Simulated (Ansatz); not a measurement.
`O=C[CH2][ZnH]` + `CCCOCF` → `FC[O][ZnH]` + `CCCCC=O`  (formal exchange of groups at a Zn–C bond)

Computed with Ansatz on PBE0-D4/def2-TZVP structures; ΔE is electronic, products minus reactants. CCSD(T)/CBS is the MP2 limit (def2-TZVPP, def2-QZVPP) plus CCSD(T) − MP2 in def2-TZVPP, frozen cores. DFT in def2-TZVPP. For Zn outer-core shells are correlated without core-valence functions, which leaves a few kJ/mol of doubt a bond. Scalar relativity is left out up to krypton. One conformer a species, not always the lowest.

CCSD(T)/CBS gives -97.9 kJ/mol.

**Question.** Another level gave -95.4 kJ/mol. Which?
A. B2PLYP/def2-TZVPP
B. CCSD(T)/def2-TZVPP
C. PBE0/def2-TZVPP
D. PBE/def2-TZVPP

**Answer.** B. CCSD(T)/def2-TZVPP -95.4, PBE0 -82.9, B2PLYP -90.0, PBE -77.8 kJ/mol.

Largest T1 diagnostic among the species: 0.016.

The D4 term adds −3.8 kJ/mol with B3LYP and −2.2 kJ/mol with PBE0; it sums over pairs of atoms, weighted by their polarisabilities, and B3LYP, whose exchange is more repulsive, gets the larger term. From PBE to PBE0 (25 % exact exchange), in def2-TZVPP and without D4, ΔE moves by −5.0 kJ/mol.

B3LYP here is the variant with VWN-RPA as its local correlation; programs differ in this.
